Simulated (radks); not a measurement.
Question: The lanthanum ion La4+, configuration [Ar] 3d10 4s2 4p5 4d10 5s2 5p6 (not the ground configuration). Calculated with a radial shooting solver on a logarithmic mesh with Libxc functionals: scalar-relativistic Kohn-Sham, LDA (Slater exchange, Perdew-Wang correlation), spin-polarised, spherical densities, finite nucleus; open shells are filled with parallel spins first (spin-orbit coupling, left out, can overturn this in heavy ions); Fermi nuclear charge, rms radius 4.855 fm. Some entries of the table are withheld. Estimate them.

orbital,occ.,eigenvalue (eV),r(max) (bohr),<r> (bohr)
1s up,1,-38763.26,0.01609,0.02509
1s down,1,-38762.80,0.01609,0.02509
2s up,1,-6216.657,0.09102,0.1075
2s down,1,-6216.355,0.09103,0.1075
2p up,3,-5580.829,0.07313,0.09427
2p down,3,-5580.419,0.07314,0.09427
3s up,1,-1370.098,0.2606,0.2855
3s down,1,-1369.656,0.2607,0.2855
3p up,3,-1166.940,0.2549,0.2834
3p down,3,-1166.460,0.2550,0.2833
3d up,5,-874.1258,0.2099,0.2599
3d down,5,-873.6620,0.2099,0.2599
4s up,1,-314.8243,0.6064,0.6503
4s down,1,-313.4716,0.6064,0.6506
4p up,3,-248.1309,0.6325,0.6870
4p down,2,-246.8269,0.6325,0.6877
4d up,5,-151.3393,(1),0.7533
4d down,5,-150.1675,(2),0.7547
5s up,1,-77.8501,(3),1.479
5s down,1,-77.6306,(4),1.482
5p up,3,-59.5591,1.512,1.662
5p down,3,-59.3997,1.515,1.665

Answer: 
(1) 4d up r(max) (bohr): 0.6655
(2) 4d down r(max) (bohr): 0.6659
(3) 5s up r(max) (bohr): 1.364
(4) 5s down r(max) (bohr): 1.366
